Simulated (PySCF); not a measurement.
Screening by computed properties: pick the candidate that meets the target.

Species are written as SMILES; each is one conformer at its optimised geometry, gas phase, non-relativistic unless stated; the electronic structure was computed with PySCF and density fitting.

The conformers computed, where there is a choice (atom-mapped SMILES and torsion angles):
- `[Cl:1][B:2]([Cl:3])[C:4]1=[CH:5][CH:6]=[CH:7][BH:8][CH:9]=[CH:10]1`: Cl1–B2–C4–C5 180°
- `[CH3:1][S@@:2](=[O:3])[CH2:4][c:5]1[cH:6][cH:7][cH:8][cH:9][cH:10]1`: C1–S2–C4–C5 67°, S2–C4–C5–C6 -110°
- `[CH3:1][CH2:2][O:3][C@H:4]([C:5]#[N:6])[CH2:7][CH3:8]`: C1–C2–O3–C4 -179°, C2–O3–C4–C5 -66°, O3–C4–C7–C8 -178°

Question: Wanted: static isotropic polarisability above 125 au (CAM-B3LYP/def2-SVPD) and HOMO energy above -9 eV (CAM-B3LYP/def2-SVPD), at PBE0-D3(BJ)/def2-SVP geometries. Which candidate meets both?
A. `C(c1ccccc1)[S@@](C)=O`
B. `[H][Ge]([CH3])([CH3])[F]`
C. `ClB(Cl)C1=CC=CBC=C1`
D. `[SiH3][SiH2]Cl`
E. `CCO[C@H](C#N)CC`

Answer: C. Computed values:
| species | static isotropic polarisability | HOMO energy |
| --- | --- | --- |
| [H][Ge]([CH3])([CH3])[F] | 55.2 au | -10.14 eV |
| [SiH3][SiH2]Cl | 72.6 au | -9.55 eV |
| CCO[C@H](C#N)CC | 81.4 au | -9.75 eV |
| C(c1ccccc1)[S@@](C)=O | 118.4 au | -7.98 eV |
| ClB(Cl)C1=CC=CBC=C1 | 132.4 au | -8.67 eV |

Question: Wanted: electronic spatial extent ⟨r²⟩ about the centre of nuclear charge below 1000 bohr² (CAM-B3LYP/def2-SVPD) and lowest singlet excitation below 7.7 eV (TDDFT CAM-B3LYP/def2-SVPD), at PBE0-D3(BJ)/def2-SVP geometries. Which candidate meets both?
A. `[SiH3][SiH2]Cl`
B. `CCO[C@H](C#N)CC`
C. `[H][Ge]([CH3])([CH3])[F]`
D. `ClB(Cl)C1=CC=CBC=C1`
E. `C(c1ccccc1)[S@@](C)=O`

Answer: A. Computed values:
```csv
species,electronic spatial extent ⟨r²⟩ about the centre of nuclear charge,lowest singlet excitation
[H][Ge]([CH3])([CH3])[F],475 bohr²,8.07 eV
[SiH3][SiH2]Cl,629 bohr²,6.19 eV
CCO[C@H](C#N)CC,1299 bohr²,7.43 eV
C(c1ccccc1)[S@@](C)=O,1943 bohr²,5.30 eV
ClB(Cl)C1=CC=CBC=C1,2263 bohr²,4.16 eV
```

Question: Wanted: vertical ionisation energy between 9 eV and 10.7 eV (ΔSCF CAM-B3LYP/def2-SVPD) and lowest triplet excitation (Tamm–Dancoff) above 5 eV (TDA CAM-B3LYP/def2-SVPD), at PBE0-D3(BJ)/def2-SVP geometries. Which candidate meets both?
A. `C[S@@](=O)Cc1ccccc1`
B. `[CH3][GeH]([CH3])[F]`
C. `[SiH3][SiH2]Cl`
D. `ClB(Cl)C1=CC=CBC=C1`

Answer: C. Computed values:
```csv
species,vertical ionisation energy,lowest triplet excitation (Tamm–Dancoff)
C[S@@](=O)Cc1ccccc1,8.62 eV,3.99 eV
ClB(Cl)C1=CC=CBC=C1,9.21 eV,2.53 eV
[SiH3][SiH2]Cl,10.42 eV,5.58 eV
[CH3][GeH]([CH3])[F],11.04 eV,7.73 eV
```

Question: Wanted: HOMO–LUMO gap between 7 eV and 11 eV (CAM-B3LYP/def2-SVPD) and smallest rotational constant above 1.4 GHz (PBE0-D3(BJ)/def2-SVP), at PBE0-D3(BJ)/def2-SVP geometries. Which candidate meets both?
A. `C(c1ccccc1)[S@@](C)=O`
B. `[H][Ge]([CH3])([CH3])[F]`
C. `ClB(Cl)C1=CC=CBC=C1`
D. `[SiH3][SiH2]Cl`
E. `CCO[C@H](C#N)CC`

Answer: D. Computed values:
```
                 species  HOMO–LUMO gap  smallest rotational constant
     ClB(Cl)C1=CC=CBC=C1        6.64 eV                     0.449 GHz
   C(c1ccccc1)[S@@](C)=O        8.13 eV                     0.597 GHz
          [SiH3][SiH2]Cl        9.69 eV                     1.924 GHz
         CCO[C@H](C#N)CC       10.78 eV                     0.929 GHz
[H][Ge]([CH3])([CH3])[F]       11.24 eV                     3.107 GHz
```
